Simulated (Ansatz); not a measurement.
Cost and result for the atomization energy of C$_{3}$H$_{6}$BI (`CC1(I)BC1`) (11 atoms, 11 bonds).

```json
{"atom": "C1", "x (Å)": "-0.926", "y (Å)": "0.627", "z (Å)": "-0.998"}
{"atom": "C2", "x (Å)": "-0.166", "y (Å)": "-0.186", "z (Å)": "-0.015"}
{"atom": "I3", "x (Å)": "-0.648", "y (Å)": "-2.317", "z (Å)": "0.063"}
{"atom": "B4", "x (Å)": "0.208", "y (Å)": "-0.316", "z (Å)": "1.439"}
{"atom": "C5", "x (Å)": "1.304", "y (Å)": "-0.126", "z (Å)": "0.359"}
{"atom": "H6", "x (Å)": "-0.630", "y (Å)": "1.673", "z (Å)": "-0.863"}
{"atom": "H7", "x (Å)": "-2.003", "y (Å)": "0.558", "z (Å)": "-0.839"}
{"atom": "H8", "x (Å)": "-0.699", "y (Å)": "0.349", "z (Å)": "-2.030"}
{"atom": "H9", "x (Å)": "-0.150", "y (Å)": "-0.304", "z (Å)": "2.567"}
{"atom": "H10", "x (Å)": "2.025", "y (Å)": "-0.857", "z (Å)": "0.008"}
{"atom": "H11", "x (Å)": "1.684", "y (Å)": "0.899", "z (Å)": "0.308"}
```

Total charge 0; spin multiplicity 1. Correlated methods include outer-core shells of I, which these sets cover unevenly. I takes the def2 core potential. The geometry is a stationary point of PBE0-D4/def2-TZVP. Program: Ansatz. All runs use 4 threads of an Arm Neoverse V2 on a shared host. Times are those of one run each, without the atoms' runs, and a repeat can differ threefold. Electronic energies, without spin–orbit coupling; frozen cores. CCSD(T)/CBS adds CCSD(T) − MP2 in def2-TZVPP to the MP2 limit, and its time is that of the two runs behind it. T1 = 0.011. With those shells the extrapolation isn't a true limit. B3LYP takes the VWN-RPA correlation (the form of Gaussian; ORCA's B3LYP/G).

CCSD(T)/CBS is a level of theory with its own doubt, some kJ/mol a heavy atom from the limit and from the frozen cores, so smaller differences don't rank the functionals.

```csv
level,functions,wall time
PBE-D4/def2-TZVPP (with forces),258,3.1 s
PBE0-D4/def2-TZVPP,258,3.4 s
r2SCAN-D4/def2-TZVPP (with forces),258,6 s
B3LYP-D4/def2-TZVPP (with forces),258,6 s
B2PLYP/def2-TZVPP,258,7.5 s
ωB97X-V/def2-TZVPP,258,9 s
ωB97M-V/def2-TZVPP (with forces),258,14 s
MP2/def2-QZVPP,490,29 s
CCSD(T)/def2-TZVPP,258,5.1 min
CCSD(T)/CBS(def2),–,5.6 min
```

(1) What atomization energy does each give, and how far from CCSD(T)/CBS? (An estimate is asked.)

Answers

(1) Computed: 
| level | atomization (kJ/mol) | difference from CCSD(T)/CBS | per bond |
| --- | --- | --- | --- |
| PBE-D4/def2-TZVPP (with forces) | 4232.3 | 127.7 | 11.6 |
| PBE0-D4/def2-TZVPP | 4169.5 | 64.9 | 5.9 |
| r2SCAN-D4/def2-TZVPP (with forces) | 4144.7 | 40.1 | 3.6 |
| B3LYP-D4/def2-TZVPP (with forces) | 4109.5 | 4.9 | 0.4 |
| B2PLYP/def2-TZVPP | 4067.9 | -36.7 | -3.3 |
| ωB97X-V/def2-TZVPP | 4109.8 | 5.2 | 0.5 |
| ωB97M-V/def2-TZVPP (with forces) | 4117.7 | 13.1 | 1.2 |
| MP2/def2-QZVPP | 4153.6 | 49.0 | 4.5 |
| CCSD(T)/def2-TZVPP | 4005.1 | -99.5 | -9.0 |
| CCSD(T)/CBS(def2) | 4104.6 | 0.0 | 0.0 |

The D4 term adds +43.2 kJ/mol with B3LYP and +22.5 kJ/mol with PBE0; it sums over pairs of atoms, weighted by their polarisabilities, and B3LYP, whose exchange is more repulsive, gets the larger term. In def2-TZVPP, CCSD(T) changes the Hartree–Fock value by +970.0 kJ/mol (the triples alone add +69.2 kJ/mol) and MP2 by +1060.2 kJ/mol; breaking electron pairs costs correlation energy, which Hartree–Fock lacks. From PBE to PBE0 (25 % exact exchange), in def2-TZVPP and without D4, the atomization energy moves by −58.8 kJ/mol: exact exchange takes away binding that semilocal exchange gives to molecules.

Spin–orbit coupling would lower the free I atoms strongly, and the atomization energy with them, by more than many differences here.
